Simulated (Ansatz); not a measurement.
Saddle point of BNH5O2F, closed shell (BH₂O₂F ([OH][B]([OH])[F]) + NH₃ → BNH₄O₂ ([NH2][B]([OH])[OH]) + HF; bonds formed: F2–H5; dative contacts that become bonds: B1–N6; bonds broken: B1–F2, H5–N6), PBE0-D4/def2-TZVP structure:

```csv
atom,x (Å),y (Å),z (Å)
B1,-0.3326,0.2580,-0.1435
F2,0.8711,-0.7825,-1.2416
O3,0.0669,1.5377,-0.4471
O4,-1.6193,-0.1476,-0.3359
H5,0.9368,-0.9880,-0.0430
N6,0.3891,-0.5608,0.9465
H7,0.9798,1.5833,-0.7365
H8,-2.0505,0.3629,-1.0247
H9,0.9610,-0.0399,1.5956
H10,-0.2022,-1.2231,1.4302
```

Energies are electronic, without zero-point energy. Barriers and step energies count from the start structure reached by relaxing down the imaginary mode; all methods use the PBE0-D4 structures, on which another method's saddle can fall below an end. Program: Ansatz 0.2.0. Basis: def2-TZVPP, with def2-QZVPP for the basis limit. Cores are frozen in the correlated methods. B3LYP uses VWN-RPA correlation. Extrapolation: Hartree–Fock as exp(−7.88 √X), correlation as X^−2.97.

| method | barrier (kJ/mol) | step energy (kJ/mol) |
| --- | --- | --- |
| SPW92 | 96.6 | 44.4 |
| PBE-D4 | 105.6 | 35.0 |
| BLYP-D4 | 110.0 | 29.8 |
| r2SCAN-D4 | 120.2 | 46.6 |
| B97M-V | 134.3 | 49.1 |
| PBE0-D4 | 123.0 | 43.4 |
| B3LYP-D4 | 123.3 | 37.4 |
| r2SCAN0-D4 | 131.6 | 50.8 |
| BHLYP-D4 | ? | 47.4 |
| CAM-B3LYP-D4 | 126.7 | 43.6 |
| wB97X-V | 129.9 | 49.4 |
| wB97M-V | 127.8 | 47.8 |
| B2PLYP | 128.7 | 42.3 |
| PBE-QIDH | ? | 50.7 |
| RPA on PBE | ? | 52.6 |
| HF | 169.3 | 50.1 |
| MP2 | 133.2 | 48.6 |
| CCSD | 144.9 | 52.0 |
| CCSD(T) | 138.1 | 51.1 |

Fill in the withheld barriers. (To be estimated.)

The calculation gives: RPA on PBE 136.7; PBE-QIDH 134.5; BHLYP-D4 142.2 kJ/mol. Each is the energy of the saddle less that of the start structure, by the same method.

For comparison, the barrier by CCSD(T) at an estimated basis limit (MP2 extrapolated from triple and quadruple zeta, plus CCSD(T) − MP2 in triple zeta) is 135.8 kJ/mol.

T1 diagnostic: at most 0.013.

The step is the kind of exchange with an N–H group that builds nitride films in atomic layer and chemical vapour deposition.

Labels in which every atom is bracketed show which atoms are joined, not bond orders.

For scale, one of the runs: CCSD(T)/def2-TZVPP, 225 basis functions, launched by `ansatz run in.yaml --threads 4 --pin off --events-out ev --progress --plain --max-ram 9574MiB`. Hardware: 4 CPU threads of an Arm Neoverse N1, shared host. Wall time 3.1 min; peak host memory 4.1 GiB.
